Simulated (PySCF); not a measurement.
**EPR parameters of C4H9OSi**

C₄H₉OSi (doublet state).
Z-matrix (Å and degrees, GFN2-xTB geometry), rows numbered from 1:
```
C 
C   1  1.4847
C   2  1.3702  1  123.80
C   3  1.3788  2  124.64  1  -179.99
O   4  1.3408  3  120.88  2   179.97
Si  5  1.6262  4  133.66  3  -180.00
H   1  1.0872  2  111.06  3    -0.11
H   1  1.0924  2  110.66  3   120.75
H   1  1.0924  2  110.70  3  -120.99
H   2  1.0803  1  116.96  3  -179.90
H   3  1.0823  2  118.83  1    -0.02
H   4  1.0816  3  121.56  2    -0.01
H   6  1.4524  5   99.05  4   179.98
H   6  1.4660  5  110.70  4   -59.98
H   6  1.4659  5  110.71  4    59.98
```

The hyperfine couplings belong to this conformer and change with its torsions.

As a line formula: `C/C=C/[CH]O[SiH3]` [radical].

Method: UKS B3LYP, pcH-1 on C H O Si, non-relativistic, mean-field spin-orbit, GIAO (PySCF 2.14.0). Geometry: GFN2-xTB, one conformer, isolated molecule. A GFN2-xTB geometry isn't a minimum of the functional, and hyperfine couplings can be far from their values at a DFT geometry. Stability of the SCF solution: not tested. ⟨S²⟩ is 0.774 where a pure state has 0.75.

| Item | Value |
| --- | --- |
| g1, g2, g3 | 2.00212, 2.00322, 2.00361 |
| g_iso | 2.00298 |
| Form of g | rhombic: the two nearest values differ by 26 % of g3 − g1 |
| ⟨S²⟩ | 0.7738 (exact 0.7500) |

Hyperfine couplings atom by atom, in mT; T1 to T3 are the principal values of the dipolar part (MHz turned into mT with g_iso):

```csv
atom,isotope,a_iso,of which spin–orbit,T1,T2,T3,Mulliken spin population
C1,13C,-0.79,0.00,-0.05,0.02,0.03,-0.05
C2,13C,1.91,0.00,-1.77,-1.72,3.50,0.61
C3,13C,-1.70,0.00,-0.97,0.39,0.58,-0.25
C4,13C,2.00,0.00,-1.86,-1.84,3.70,0.60
O5,17O,-0.27,0.00,-1.24,0.60,0.64,0.06
Si6,29Si,0.07,0.00,-0.05,0.02,0.04,0.00
H7,1H,0.07,0.00,-0.10,-0.08,0.19,0.00
H8,1H,2.48,0.00,-0.12,-0.09,0.20,0.03
H9,1H,2.48,0.00,-0.12,-0.09,0.20,0.03
H10,1H,-1.33,0.00,-0.72,-0.07,0.79,-0.03
H11,1H,0.40,0.00,-0.18,-0.05,0.23,0.01
H12,1H,-1.47,0.00,-0.77,-0.06,0.83,-0.03
H13,1H,-0.08,0.00,-0.06,-0.04,0.11,0.00
H14,1H,0.24,0.00,-0.06,-0.05,0.10,0.01
H15,1H,0.24,0.00,-0.06,-0.05,0.10,0.01
```

Largest spin populations (Mulliken): C2 (+0.61), C4 (+0.60), C3 (-0.25) and O5 (+0.06). The angles at C2 add up to 360.0°, so it is planar; its axial dipolar tensor and the negative coupling of its proton fit spin in a p orbital normal to that plane.

Axes: g3 points within 5° of the C3–C4 bond.

Under fast tumbling the dipolar parts average out, and these isotropic splittings remain: 3 × 1H (H7/H8/H9, I = 1/2, 4 lines) with 1.68 mT, 1 × 1H (H12, I = 1/2, 2 lines) with 1.47 mT, 1 × 1H (H10, I = 1/2, 2 lines) with 1.33 mT, 1 × 1H (H11, I = 1/2, 2 lines) with 0.40 mT and 3 × 1H (H13/H14/H15, I = 1/2, 4 lines) with 0.13 mT.

Nuclei that the bonding pattern makes equivalent are averaged, as if the motion that swaps them (rotation, inversion, ring flip) were fast. The three 1H nuclei of mean +47.0 MHz run from 1.9 to 69.7 MHz in the frozen geometry. The three 1H nuclei of mean +3.8 MHz run from -2.4 to 6.8 MHz in the frozen geometry.

The 17O coupling of O5 (-7.5 MHz) shows only in satellite lines or after enrichment, since that isotope makes up about 0.038 % of natural oxygen.

The 13C coupling of C4 (56.2 MHz) shows only in satellite lines or after enrichment, since that isotope makes up about 1.07 % of natural carbon.

Examples of negative spin density at the nucleus (bohr⁻³): C3 (-0.0424), C1 (-0.0196) and H12 (-0.0092).

Hardware: one thread of an Arm Neoverse V1, no GPU, on a shared host. Cost: 57 s wall (with the writing of density and orbital grids), 0.92 GiB resident at most.
